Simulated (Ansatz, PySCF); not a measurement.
This triplet lies 0.84 eV below the relaxed singlet at the level B3LYP/cc-pVTZ // PBE0-D3(BJ)/def2-TZVP (Ansatz, a first-principles code).

## C2H2N, SMILES `C#C[NH+]` (lower triplet) (charge 1, multiplicity 3)

Computed with PBE0-D3(BJ)/def2-TZVP (PySCF).

```
Property                                                       Result
-----------------------------  --------------------------------------
highest occupied spin orbital                               -15.38 eV
total energy                                             -131.6064 Ha
cost                           about 40 core-seconds (a rough figure)
```

```xyz
5

C      1.2216     0.0762    -0.0456
C     -0.0659    -0.0036    -0.2158
N     -1.2214    -0.0744    -0.3686
H      2.2867     0.1391     0.0952
H     -2.2210    -0.1372    -0.5009
```
Charge +1, spin multiplicity 3.
